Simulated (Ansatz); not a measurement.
Basis-set extrapolation for `N#Cc1ccco1` (PBE0-D4/def2-TZVP geometry, frozen core, Ansatz 0.2.0). Multiplicity 1, RHF reference.

```json
{"": "HF", "def2-TZVPP": "-320.476866", "def2-QZVPP": "-320.490018"}
{"": "MP2 correlation", "def2-TZVPP": "-1.187091", "def2-QZVPP": "-1.266944"}
{"": "CCSD(T) correlation", "def2-TZVPP": "-1.256819", "def2-QZVPP": "not run"}
```

Energies in hartree. Use E(X) = E(∞) + A·exp(−7.88·√X) for Hartree–Fock and E(X) = E(∞) + B·X^(−2.97) for correlation, with X = 3 and 4, and add CCSD(T) minus MP2 of the smaller set to the MP2 limit.

Question: What is the CCSD(T) energy at the basis-set limit?

Answer: HF limit: -320.490018 + (-0.013152) × 0.13774 = -320.49183. MP2 limit: -1.266944 + (-0.079853) × 0.74074 = -1.32609. Higher-order term: -1.256819 − (-1.187091) = -0.06973. Total: -321.88765 hartree, 404.2 kJ/mol below CCSD(T)/def2-TZVPP.
